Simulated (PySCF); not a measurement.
## Polarisability and C₆ of Cr⁺ (chromium, charge +1)

[Ar] 3d5, high-spin 6S determinant. Calculation: PySCF 2.14, in aug-cc-pVDZ (7s6p4d2f, 59 functions); the non-relativistic Hamiltonian (point nucleus). Coupled (time-dependent) response in atomic units; α is the mean over directions. A double-zeta set is small for polarisabilities.

```tsv
method	mean α (bohr³)	C₆ (like pair)	S(−4)
wB97X	12.60	45.12	206.5
```

S(−4) is the Cauchy moment in α(ω) = α(0) + S(−4) ω² + …

α(iu) at wB97X:

| u (hartree) | α(iu) (bohr³) |
| --- | --- |
| 0 | 12.60 |
| 0.0500 | 12.11 |
| 0.100 | 10.95 |
| 0.200 | 8.438 |
| 0.300 | 6.695 |
| 0.500 | 4.741 |
| 0.750 | 3.432 |
| 1.00 | 2.638 |
| 1.50 | 1.739 |
| 2.00 | 1.251 |
| 3.00 | 0.7384 |
| 5.00 | 0.3365 |

A single London oscillator, α(iu) = α/(1 + u²/ω²), gives C₆ = (3/4) ω α². Matching the computed C₆ needs ω = 4 × 45.12 / (3 × 12.60²) = 0.379 hartree.

For an ion, C₆ is the dispersion term alone; charge-induced terms of lower order in 1/R come first.
